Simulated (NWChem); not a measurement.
# SiH$_{2}$O, singlet; SMILES [SiH]O

```xyz
4

Si     0.1012    -0.6435     0.0000
H     -1.4581    -0.8532     0.0000
O      0.1011     1.0466     0.0000
H     -0.7680     1.4896     0.0000
```
Atoms are numbered in this order, from 1.

Low-valent species are run as closed-shell singlets; no triplet was tried in these runs. Structure relaxed at the PBE-D3(BJ)/def2-SVP level.

Symmetry labels are those of Cs in the frame above (b1 and b2, or b-type labels, depend on it).

Problem. List the 6 lowest vertical singlet excitations and the 6 lowest triplet ones from LRC-wPBEh/aug-cc-pVDZ, full TDDFT (NWChem).

Solution. 
| state | energy (eV) | oscillator strength | symmetry | leading excitation (squared amplitude) |
|---|---|---|---|---|
| S1 | 3.16 | 0.022 | a" | HOMO → LUMO (0.98) |
| S2 | 5.31 | 0.063 | a' | HOMO → LUMO+1 (0.80) |
| S3 | 6.08 | 0.115 | a' | HOMO → LUMO+2 (0.84) |
| S4 | 6.17 | 0.030 | a" | HOMO−1 → LUMO (0.96) |
| S5 | 6.86 | 0.108 | a' | HOMO → LUMO+3 (0.89) |
| S6 | 7.04 | 0.006 | a" | HOMO → LUMO+4 (0.97) |
| T1 | 1.45 | spin-forbidden | a" | HOMO → LUMO (1.02) |
| T2 | 4.18 | spin-forbidden | a' | HOMO → LUMO+1 (0.53) |
| T3 | 5.29 | spin-forbidden | a" | HOMO−1 → LUMO (0.91) |
| T4 | 5.56 | spin-forbidden | a' | HOMO−2 → LUMO (0.79) |
| T5 | 5.73 | spin-forbidden | a' | HOMO → LUMO+2 (0.63) |
| T6 | 6.24 | spin-forbidden | a' | HOMO → LUMO+1 (0.30) |
